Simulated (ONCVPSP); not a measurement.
Reading a pseudo-wave (F)

Columns: radius, all-electron u(r) and pseudo u(r) of the 2p shell (level -28.22 eV) of fluorine in the configuration [He] 2s2 2p4; PBEsol, scalar-relativistic, ONCV scheme, ONCVPSP 4.0.1.

| r (bohr) | all-electron | pseudo |
| --- | --- | --- |
| 0.060 | 0.0641 | 0.0284 |
| 0.120 | 0.1996 | 0.1096 |
| 0.180 | 0.3541 | 0.2322 |
| 0.240 | 0.5021 | 0.3802 |
| 0.300 | 0.6314 | 0.5356 |
| 0.360 | 0.7382 | 0.6818 |
| 0.420 | 0.8219 | 0.8057 |
| 0.480 | 0.8836 | 0.8997 |
| 0.540 | 0.9255 | 0.9618 |
| 0.600 | 0.9504 | 0.9944 |
| 0.660 | 0.9607 | 1.0027 |
| 0.720 | 0.9593 | 0.9933 |
| 0.780 | 0.9483 | 0.9724 |
| 0.840 | 0.9300 | 0.9448 |
| 0.900 | 0.9058 | 0.9137 |
| 0.960 | 0.8774 | 0.8808 |
| 1.020 | 0.8459 | 0.8470 |
| 1.080 | 0.8122 | 0.8125 |
| 1.140 | 0.7772 | 0.7773 |
| 1.200 | 0.7415 | 0.7415 |
| 1.260 | 0.7056 | 0.7056 |
| 1.320 | 0.6699 | 0.6699 |
| 1.380 | 0.6347 | 0.6347 |
| 1.440 | 0.6002 | 0.6002 |
| 1.500 | 0.5667 | 0.5667 |
| 1.560 | 0.5342 | 0.5343 |

(1) How many radial nodes do the two functions have?

(2) At about which radius was the pseudo-wave matched?

(3) Is the pseudo-wave norm-conserving?

Answers

(1) The all-electron 2p function has n − l − 1 = 0; the pseudo-wave has 0.

(2) 1.20 bohr. The columns agree to 0.0005 from 1.08 bohr on; several derivatives are matched, so the curves merge somewhat inside the radius.

(3) Yes: the ONCV scheme keeps the norm inside the radius equal to the all-electron one, which fixes the energy derivative of the logarithmic derivative at the level.
